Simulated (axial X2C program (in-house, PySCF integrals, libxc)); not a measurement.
## Worked dissociation energy of NaCu: CCSD, scalar-relativistic

Calculated with an in-house all-electron X2C program for linear molecules (integrals from PySCF). Spin-free means the one-electron spin-free X2C Hamiltonian. Basis: Cu dyall-cv3z [9s9p6d3f2g], Na dyall-cv3z [9s8p5d2f] (cores contracted in-house); Gaussian nuclei, density fitting, unrestricted open shells. Masses: Cu 62.930 u, Na 22.990 u.

Molecular state: M_S = 0, Λ = 0 (closed shell).

Correlated methods: 12 electrons correlated (number of frozen shells: Cu 3 s, 2 p; Na 2 s, 1 p), 270 virtual spin orbitals or spinors in MP2, 90 natural virtuals in coupled cluster.

```
E(Cu) (2M_S = 1, M_L = 0) : -1653.642580 hartree
E(Na) (2M_S = 1, M_L = 0) : -162.068096 hartree
E(NaCu) at Re             : -1815.763457 hartree
ωe                        : 207.8 cm⁻¹
ωexe                      : 0.795 cm⁻¹
```

Work out De and D0.

De = -1653.642580 + (-162.068096) − (-1815.763457) = 0.05278 hartree = 1.436 eV. The zero-point energy is ωe/2 − ωexe/4 = 104 cm⁻¹ = 0.013 eV, so D0 = 1.423 eV.

The state is one determinant whose occupation by symmetry is held fixed; it was picked as the lowest of a PBE0 search that is not exhaustive. Closed shells are restricted here (equal orbitals for both partners); the stretched side of such a curve lies too high. De is counted from the lowest determinant-based energies of the atoms at the same level, without counterpoise correction. CCSD ran in a truncated set of natural virtual spinors with an MP2 remainder; without triples it tends to underbind. The T1 diagnostic is large, a sign of multireference character.

Each atomic determinant is the lowest at this level and need not be a pure term. Totals compare only within one Hamiltonian and basis.
